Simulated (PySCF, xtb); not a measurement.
FH₄NOSi, SMILES N[SiH](O)F.

Geometry: ωB97X-D3(BJ)/def2-SVP. One conformer was computed; it need not be the lowest.

Calculation: PySCF with C-PCM-PBE0/def2-SVP.

The values are the electrostatic part of the solvation free energy, E(continuum) − E(gas) at the gas-phase geometry, in a cavity of scaled van der Waals radii (PySCF's table); cavitation and dispersion terms are not included. In vacuum the orbital gap is 9.31 eV. The dipole moment in vacuum is 0.89 D.

Computed values in water (ε = 78.36), ethylethanoate (ε = 5.99), 1-octanol (ε = 9.86):
| solvent | ε | ΔG(elec) (kcal/mol) | dipole (D) | gap (eV) |
|---|---|---|---|---|
| water | 78.36 | -7.0 | 1.03 | 9.53 |
| ethylethanoate | 5.99 | -5.9 | 1.01 | 9.50 |
| 1-octanol | 9.86 | -6.4 | 1.02 | 9.51 |

For comparison, GFN2-xTB/ALPB(water) (xtb, at the GFN2-xTB geometry, all terms of that model) gives -6.6 kcal/mol.
